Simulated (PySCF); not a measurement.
Structure with atom numbers: `[CH3:1][O:2][c:3]1[cH:4][n:5][cH:6][cH:7][n:8]1`. Hydrogens are named by the atom that carries them.

PySCF calculation with geometry: GFN2-xTB and NMR shieldings at PBE0/pcSseg-1/GIAO; non-relativistic Hamiltonian, in vacuum, single conformer, averaged over atoms made equivalent by symmetry, fast rotation or ring inversion.

Shifts are taken against calculated references (same method and geometry level): ¹³C vs TMS.

Problem. Do the ¹³C shifts follow the atomic charges (in e)? Tabulate both.

Solution. 
| atoms | hybridisation | δ (ppm) | σ para (ppm) | Hirshfeld | IAO | Mulliken | ESP-fitted |
| --- | --- | --- | --- | --- | --- | --- | --- |
| C3 | sp2 | 167.6 | -237 | +0.13 | +0.30 | +0.37 | +0.78 |
| C7 | sp2 | 147.6 | -213 | +0.01 | -0.03 | +0.08 | -0.05 |
| C6 | sp2 | 142.1 | -209 | -0.01 | -0.08 | +0.06 | +0.16 |
| C4 | sp2 | 140.1 | -204 | -0.00 | -0.06 | +0.15 | -0.04 |
| C1 | sp3 | 55.9 | -114 | -0.04 | -0.21 | -0.01 | -0.04 |

Correlation coefficients of δ with charge over these carbons: Hirshfeld +0.69, IAO +0.76, Mulliken +0.71, ESP-fitted +0.52; with the paramagnetic shielding -1.00. Among the 4 sp2 carbons alone: Hirshfeld +0.99, IAO +0.98, Mulliken +0.90, ESP-fitted +0.92. With so few points, grouped by hybridisation, these coefficients are fragile. Charge is one influence among several: hybridisation and low-lying excitations act through the paramagnetic term.

Shifts are as computed. Against solution values, carbons near 30 ppm lie about +3 ppm off and those near 130 ppm about +5 ppm. Of 1211 compounds with measured shifts, 218 miss one by over three times the rms of a fit or turn the order of signals round; such compounds aren't used in these exercises.
